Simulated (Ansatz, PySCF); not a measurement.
Constitutional and geometric isomers with formula C2H3NSi. Isolated molecules, 0 K electronic values unless said otherwise. Strings in code marks are SMILES.

Quantity: electronic energy of isomers of C2H3NSi relative to `C=[SiH]C#N`, in kcal/mol. The restricted reference of `C#CN=[SiH2]`, `C=[SiH]C#N` and `[H]/N=[SiH]/C#C` is unstable towards unrestricted orbitals.

Level 1: frozen-core CCSD(T)/cc-pVTZ // B3LYP-D3(BJ)/def2-TZVP (Ansatz, an electronic-structure program)
Level 2: PBE-D3(BJ)/def2-TZVP // B3LYP-D3(BJ)/def2-TZVP (PySCF)
Level 3: frozen-core MP2/cc-pVTZ // B3LYP-D3(BJ)/def2-TZVP (Ansatz)
Level 4: B3LYP/LANL2DZ // B3LYP-D3(BJ)/def2-TZVP (PySCF)

```
species            level 2  level 3  level 4
-----------------  -------  -------  -------
`C#CN=[SiH2]`         25.2     31.9     34.6
`N=[si]1cc1`          18.8     23.9     42.2
`[H]/N=[SiH]/C#C`     16.8     16.3     27.0
`C=[si]1cn1`          35.0     42.6     57.7
```

Problem. What does level 1 give for each, and how far do the other levels lie from it on average?

Solution. 
- `C#CN=[SiH2]`: 33.9
- `N=[si]1cc1`: 25.8
- `[H]/N=[SiH]/C#C`: 18.5
- `C=[si]1cn1`: 41.9
Mean absolute difference from level 1, which has limits of its own, over these rows (drawn at random from the members that have all these levels): level 2 6.07 kcal/mol, level 3 1.68 kcal/mol, level 4 10.3 kcal/mol.
